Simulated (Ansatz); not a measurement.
Consider the atomization: `[BH2][GeH2][C](C)=N` → B• + 2 C• + Ge• + 8 H• + N•.

Isolated molecules relaxed with PBE0-D4/def2-TZVP in Ansatz; ΔE leaves out vibrations. CCSD(T)/CBS is the MP2 limit (def2-TZVPP, def2-QZVPP) plus CCSD(T) − MP2 in def2-TZVPP, frozen cores. This one scheme is used for every species, atoms too. DFT in def2-TZVPP. B3LYP here is the variant with VWN-RPA as its local correlation; programs differ in this. Open shells (•) are unrestricted, without spin–orbit coupling. Spin–orbit coupling would lower the free atoms: a little for B, C; clearly for Ge. Bonds to Ge are less sure, by a few kJ/mol each and by 10 to 20 or more in all where they break to atoms, as the def2 sets lack core-valence functions. Scalar relativity is left out up to krypton. Each species was taken in one conformer, which may not be the lowest.

CCSD(T)/CBS gives +4537.3 kJ/mol.

Q: Another level gave +4548.5 kJ/mol. Which?
A. B3LYP/def2-TZVPP
B. CCSD(T)/def2-TZVPP
C. MP2/def2-TZVPP
D. r2SCAN/def2-TZVPP

A: D. r2SCAN 4548.5, B3LYP 4514.4, CCSD(T)/def2-TZVPP 4434.6, MP2/def2-TZVPP 4467.9 kJ/mol.

Largest T1 diagnostic among the species: 0.014.

In def2-TZVPP, CCSD(T) changes the Hartree–Fock value by +1136.2 kJ/mol (the triples alone add +66.6 kJ/mol) and MP2 by +1169.4 kJ/mol; breaking electron pairs costs correlation energy, which Hartree–Fock lacks. From PBE to PBE0 (25 % exact exchange), in def2-TZVPP and without D4, ΔE moves by −71.9 kJ/mol: exact exchange takes away binding that semilocal exchange gives to molecules. The D4 term adds +41.7 kJ/mol with B3LYP and +22.1 kJ/mol with PBE0; it sums over pairs of atoms, weighted by their polarisabilities, and B3LYP, whose exchange is more repulsive, gets the larger term.

For atomizations the MP2-based limit and the directly extrapolated one differ by several kJ/mol either way, and by 10 to 25 for some Ge, Se and Sn compounds, so smaller differences from it don't rank the levels.
